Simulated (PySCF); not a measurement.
Si(H)(Cl)(OH)2 (ClH₃O₂Si), SMILES O[SiH](O)Cl. Geometry optimised at PBE0-D3(BJ)/def2-SVP. The values are those of a single conformer.

Computed equilibrium geometry at PBE0-D3(BJ)/def2-SVP (PySCF confirms it by a frequency run) as a Z-matrix (one conformer of several):
```
Si
O 1 1.6399
H 2 0.9625 1 117.21
O 1 1.6496 2 109.24 3 47.19
H 4 0.9616 1 117.28 2 -146.96
H 1 1.4742 2 106.50 3 171.11
Cl 1 2.0734 6 108.08 2 -120.34
```
